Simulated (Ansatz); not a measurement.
Calculated with Ansatz (gas phase, PBE0-D4/def2-TZVP geometries, no zero-point term in ΔE). CCSD(T)/CBS is the MP2 limit (def2-TZVPP, def2-QZVPP) plus CCSD(T) − MP2 in def2-TZVPP, frozen cores. DFT in def2-TZVPP. One conformer a species, not always the lowest.

Reaction (cleavage of the Si–Si bond): `Cl[SiH](Cl)[SiH](Cl)Cl` + `O[SiH2]F` → `F[SiH2]O[SiH](Cl)Cl` + dichlorosilane

`Cl[SiH](Cl)[SiH](Cl)Cl`:

Cartesian coordinates in Å:
```
Cl -2.169 -0.596 1.417
Si -1.079 0.467 0.050
Cl -0.718 2.353 0.744
Si 0.978 -0.612 -0.233
Cl 1.983 -0.542 1.542
Cl 2.022 0.387 -1.682
H -1.875 0.572 -1.193
H 0.858 -2.028 -0.645
```

`O[SiH2]F`:

Z-matrix (Å, degrees):
```
Si
F 1 1.596
O 1 1.630 2 111.0
H 1 1.482 2 106.0 3 121.4
H 1 1.474 2 108.2 3 -116.3
H 3 0.958 1 119.1 2 71.8
```

`F[SiH2]O[SiH](Cl)Cl`:

Z-matrix (Å, degrees):
```
Si
O 1 1.627
F 1 1.588 2 107.1
H 1 1.476 2 109.9 3 117.2
H 1 1.476 2 109.8 3 -117.1
Si 2 1.609 1 155.0 3 -178.2
Cl 6 2.036 2 109.7 1 -60.0
Cl 6 2.036 2 109.7 1 59.3
H 6 1.467 2 109.9 1 179.6
```

`Cl[SiH2]Cl`:

Z-matrix (Å, degrees):
```
Si
Cl 1 2.040
Cl 1 2.040 2 110.1
H 1 1.476 2 108.5 3 -118.6
H 1 1.476 2 108.5 3 118.6
```

```csv
level,ΔE (kJ/mol)
PBE-D4,-101.1
PBE0-D4,-112.4
ωB97M-V,-132.8
SCS-MP2/def2-TZVPP,-141.2
```

Problem. What does CCSD(T)/CBS give? (Estimate.)

Solution. Computed: -130.7 kJ/mol. The listed levels differ from it by 29.6, 18.3, -2.1, -10.5 kJ/mol.

Largest T1 diagnostic among the species: 0.011.

In def2-TZVPP, CCSD(T) changes the Hartree–Fock value by +29.7 kJ/mol (the triples alone add +5.0 kJ/mol) and MP2 by +26.9 kJ/mol. From PBE to PBE0 (25 % exact exchange), in def2-TZVPP and without D4, ΔE moves by −11.1 kJ/mol. The D4 term adds +6.5 kJ/mol with B3LYP and +3.8 kJ/mol with PBE0; it sums over pairs of atoms, weighted by their polarisabilities, and B3LYP, whose exchange is more repulsive, gets the larger term.

CCSD(T)/CBS has its own doubt, a few kJ/mol and more with outer-core shells, so smaller differences from it don't rank the levels.

B3LYP here is the variant with VWN-RPA as its local correlation; programs differ in this.
